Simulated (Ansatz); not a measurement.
Computed with Ansatz (a first-principles code) with PBE0-D4/def2-TZVP. No frequencies were computed at this level.

Ansatz 0.2 input:
```yaml
crystal:
  periodic: [false, false, false]
  atoms:
    - { symbol: C, position_ang: [1.82537, 0.112446, 0.156328] }
    - { symbol: Ga, position_ang: [0.046551, -1.095907, 0.348148] }
    - { symbol: C, position_ang: [-1.824048, -0.146009, -0.161136] }
    - { symbol: H, position_ang: [1.812768, 0.595566, -0.82334] }
    - { symbol: H, position_ang: [1.819351, 0.888853, 0.924875] }
    - { symbol: H, position_ang: [2.746357, -0.465299, 0.251026] }
    - { symbol: H, position_ang: [-1.840552, 0.062201, -1.233309] }
    - { symbol: H, position_ang: [-2.694432, -0.754335, 0.090013] }
    - { symbol: H, position_ang: [-1.891365, 0.802483, 0.376491] }
basis:
  gaussian: { orbitals: def2-tzvp }
hamiltonian:
  xc: pbe0
  dispersion: d4
relax:
  max_steps: 150
magnetization:
  spin_polarized: true
  initial_magnetization: 1
```

Output:

```
Functional definition: PBE0
1037 factors; their error is unknown
mean field evaluation 1: about -54526.6335 eV, gradient 5.3e1 eV
mean field evaluation 2: about -54515.0763 eV, gradient 6.7e1 eV
mean field evaluation 4: about -54539.6607 eV, gradient 4.2e0 eV
mean field evaluation 8: about -54539.6952 eV, gradient 3.0e-2 eV
mean field evaluation 16: about -54539.8739 eV, gradient 8.1e-5 eV
mean field -54539.87387944 eV, -2004.3033966152 hartree, gradient 8.1e-5 eV, S^2 0.753898; 0 other end points of the search recorded, 0 dependent functions left out
reference -54539.87391073 eV, -2004.3033977650 hartree; 25, 24 occupied and 121, 122 virtual orbitals, 1037 factors
relax step   1: F+E_penalty+E_count = -54539.98220869 eV  Δ(F+E_penalty+E_count) = +0.000e0 eV  max|allowed force component| = 1.356e0 eV/Å  Δτ_max = 0.0000 Å  (30 SCF iters, accepted)
these checks for a lower state are left out or cut short: starts, cluster_reference, orbital_swaps, neighbouring_geometries, increment
1037 factors; their error is unknown
mean field -54540.10900573 eV, -2004.3120373468 hartree, gradient 2.4e-5 eV, S^2 0.752372; 0 other end points of the search recorded, 0 dependent functions left out
reference -54540.10903667 eV, -2004.3120384841 hartree; 25, 24 occupied and 121, 122 virtual orbitals, 1037 factors
relax step   2: F+E_penalty+E_count = -54540.22039636 eV  Δ(F+E_penalty+E_count) = -2.382e-1 eV  max|allowed force component| = 4.473e-1 eV/Å  Δτ_max = 0.1381 Å  (33 SCF iters, accepted)
these checks for a lower state are left out or cut short: starts, cluster_reference, orbital_swaps, neighbouring_geometries, increment
1037 factors; their error is unknown
mean field evaluation 32: about -54539.8965 eV, gradient 7.6e-6 eV
mean field -54539.89649753 eV, -2004.3042278148 hartree, gradient 7.6e-6 eV, S^2 0.751711; 0 other end points of the search recorded, 0 dependent functions left out
reference -54539.89652908 eV, -2004.3042289739 hartree; 25, 24 occupied and 121, 122 virtual orbitals, 1037 factors
relax step   3: F+E_penalty+E_count = -54540.00647247 eV  Δ(F+E_penalty+E_count) = +2.139e-1 eV  max|allowed force component| = 2.259e0 eV/Å  Δτ_max = 0.1516 Å  (38 SCF iters, rejected (line search))
these checks for a lower state are left out or cut short: starts, cluster_reference, orbital_swaps, neighbouring_geometries, increment
1037 factors; their error is unknown
mean field -54540.12696505 eV, -2004.3126973399 hartree, gradient 1.5e-5 eV, S^2 0.752080; 0 other end points of the search recorded, 0 dependent functions left out
reference -54540.12699596 eV, -2004.3126984758 hartree; 25, 24 occupied and 121, 122 virtual orbitals, 1037 factors
relax step   4: F+E_penalty+E_count = -54540.23881411 eV  Δ(F+E_penalty+E_count) = -1.842e-2 eV  max|allowed force component| = 6.237e-2 eV/Å  Δτ_max = 0.0245 Å  (34 SCF iters, accepted)
these checks for a lower state are left out or cut short: starts, cluster_reference, orbital_swaps, neighbouring_geometries, increment
1037 factors; their error is unknown
mean field -54540.12732048 eV, -2004.3127104017 hartree, gradient 2.6e-5 eV, S^2 0.752100; 0 other end points of the search recorded, 0 dependent functions left out
reference -54540.12735141 eV, -2004.3127115383 hartree; 25, 24 occupied and 121, 122 virtual orbitals, 1037 factors
relax step   5: F+E_penalty+E_count = -54540.23916780 eV  Δ(F+E_penalty+E_count) = -3.537e-4 eV  max|allowed force component| = 1.067e-2 eV/Å  Δτ_max = 0.0063 Å  (34 SCF iters, accepted)
these checks for a lower state are left out or cut short: starts, cluster_reference, orbital_swaps, neighbouring_geometries, increment
1037 factors; their error is unknown
mean field -54540.12734782 eV, -2004.3127114063 hartree, gradient 2.4e-5 eV, S^2 0.752105; 0 other end points of the search recorded, 0 dependent functions left out
reference -54540.12737876 eV, -2004.3127125433 hartree; 25, 24 occupied and 121, 122 virtual orbitals, 1037 factors
relax step   6: F+E_penalty+E_count = -54540.23920254 eV  Δ(F+E_penalty+E_count) = -3.474e-5 eV  max|allowed force component| = 2.586e-3 eV/Å  Δτ_max = 0.0049 Å  (26 SCF iters, accepted)
these checks for a lower state are left out or cut short: starts, cluster_reference, orbital_swaps, neighbouring_geometries, increment
1037 factors; their error is unknown
mean field -54540.12734176 eV, -2004.3127111837 hartree, gradient 2.6e-5 eV, S^2 0.752108; 0 other end points of the search recorded, 0 dependent functions left out
reference -54540.12737272 eV, -2004.3127123213 hartree; 25, 24 occupied and 121, 122 virtual orbitals, 1037 factors
relax step   7: F+E_penalty+E_count = -54540.23923593 eV  Δ(F+E_penalty+E_count) = -3.339e-5 eV  max|allowed force component| = 4.056e-3 eV/Å  Δτ_max = 0.0109 Å  (33 SCF iters, accepted)
these checks for a lower state are left out or cut short: starts, cluster_reference, orbital_swaps, neighbouring_geometries, increment
1037 factors; their error is unknown
mean field evaluation 64: about -54540.1273 eV, gradient 1.4e-3 eV
mean field -54540.12732523 eV, -2004.3127105760 hartree, gradient 1.3e-5 eV, S^2 0.752113; 0 other end points of the search recorded, 0 dependent functions left out
reference -54540.12735623 eV, -2004.3127117154 hartree; 25, 24 occupied and 121, 122 virtual orbitals, 1037 factors
relax step   8: F+E_penalty+E_count = -54540.23929008 eV  Δ(F+E_penalty+E_count) = -5.415e-5 eV  max|allowed force component| = 9.763e-3 eV/Å  Δτ_max = 0.0310 Å  (33 SCF iters, accepted)
these checks for a lower state are left out or cut short: starts, cluster_reference, orbital_swaps, neighbouring_geometries, increment
1037 factors; their error is unknown
mean field -54540.12735626 eV, -2004.3127117165 hartree, gradient 2.6e-5 eV, S^2 0.752113; 0 other end points of the search recorded, 0 dependent functions left out
reference -54540.12738729 eV, -2004.3127128566 hartree; 25, 24 occupied and 121, 122 virtual orbitals, 1037 factors
relax step   9: F+E_penalty+E_count = -54540.23931957 eV  Δ(F+E_penalty+E_count) = -2.949e-5 eV  max|allowed force component| = 9.744e-3 eV/Å  Δτ_max = 0.0122 Å  (33 SCF iters, accepted)
1037 factors; their error is unknown
mean field -54540.12735626 eV, -2004.3127117165 hartree, gradient 2.8e-5 eV, S^2 0.752113; 1 other end points of the search recorded, 0 dependent functions left out
reference -54540.12738729 eV, -2004.3127128566 hartree; 25, 24 occupied and 121, 122 virtual orbitals, 1037 factors
Total energy: -54540.23935060 eV, -2004.3168274325 hartree
Atom 0 at     1.705072     0.086763     0.134119 Å, force     0.000880     0.008281     0.003802 eV/Å
Atom 1 at     0.043637    -1.008741     0.311752 Å, force    -0.000038     0.000356    -0.000684 eV/Å
Atom 2 at    -1.702601    -0.145247    -0.132167 Å, force     0.000896     0.005990    -0.005167 eV/Å
Atom 3 at     1.734131     0.529262    -0.866788 Å, force     0.004840    -0.005214     0.007617 eV/Å
Atom 4 at     1.660243     0.904332     0.861562 Å, force     0.002596    -0.009382    -0.008199 eV/Å
Atom 5 at     2.617703    -0.484119     0.301517 Å, force    -0.009744     0.005974    -0.003371 eV/Å
Atom 6 at    -1.697124     0.122982    -1.193950 Å, force    -0.002362    -0.003398     0.009522 eV/Å
Atom 7 at    -2.562284    -0.784128     0.066230 Å, force     0.006625     0.005455    -0.000662 eV/Å
Atom 8 at    -1.798777     0.778895     0.446820 Å, force    -0.003693    -0.008061    -0.002858 eV/Å
Dipole moment:    -0.004357     0.100284    -0.031741 e Å
```

Cost: about 60 core-seconds (a rough figure).
